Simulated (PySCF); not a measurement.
## A search over the determinants of LiBe⁺

Unrestricted PBE0; PySCF, no relativity, basis sets Li aug-cc-pVDZ, Be aug-cc-pVDZ. Outer shells of the fragments: Li+ closed shells only; Be 2s2.

Followed along the bond (rough minima from three points):

| 2Ms+1 | unpaired | ⟨S²⟩ at the start | R at minimum (Å) | Te (eV) |
| --- | --- | --- | --- | --- |
| 1 | none | 0.00 | 2.61 | 0.00 |
| 3 | σ ↑↑ | 2.00 | none in the scan | ≤ 2.07 |

Solutions found at the starting distance of 2.345 Å, counted from the lowest of them; the search is not exhaustive and high or unbound solutions are not listed, so other states can lie among these:

```tsv
2Ms+1	unpaired	term	E (eV)	⟨S²⟩	⟨Lz²⟩	μ (D)
1	none	¹Σ⁺	0.00	0.00	0.00	-2.50
3	σ ↑↑	³Σ⁺	2.31	2.00	0.00	-4.78
3	σ ↑, π ↑	³Π	2.74	2.00	1.00	-2.51
1	σ ↑, π ↓	mixed	3.73	1.00	1.00	-2.23
3	σ ↑, δ ↑	³Δ	9.76	2.00	4.00	-0.76
1	σ ↑, δ ↓	mixed	9.86	1.00	4.00	-0.58
```

A term symbol is given only where ⟨S²⟩ and ⟨Lz²⟩ are close to those of a pure state; real π, δ and φ orbitals otherwise mix terms. A positive dipole points towards Be; it is taken about the centre of mass and depends on that origin.

Counting both spins, an empty level lies below a filled one in some of these solutions, because spin and occupation are held.
